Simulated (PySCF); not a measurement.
A structure optimised at PBE-D3(BJ)/def2-SVP, used in a PySCF frequency run:

```
Si
C 1 1.8649
H 2 1.1044 1 123.29
H 2 1.1046 3 114.21 1 -175.59
C 1 1.8922 2 108.44 3 -94.93
C 5 1.3486 1 124.99 2 -116.80
H 6 1.1043 5 121.88 1 -0.26
H 6 1.1046 7 115.75 5 179.88
H 5 1.1077 6 117.70 7 -179.63
C 1 1.8926 2 110.07 3 145.77
H 10 1.1087 1 110.57 2 -62.34
H 10 1.1091 11 107.79 1 -121.78
H 10 1.1094 11 108.01 12 -116.56
C 1 1.8935 2 109.32 3 23.43
H 14 1.1091 1 110.89 2 -179.09
H 14 1.1093 15 108.22 1 121.98
H 14 1.1094 15 107.83 16 116.45
```
Charge 0, spin multiplicity 2.

Question: Write its SMILES and formula.

Answer: [CH2][Si](C)(C)C=C, C5H11Si

Question: What are its rotational constants (standard atomic weights)?

Answer: 3.1267, 1.9814, 1.9250 GHz
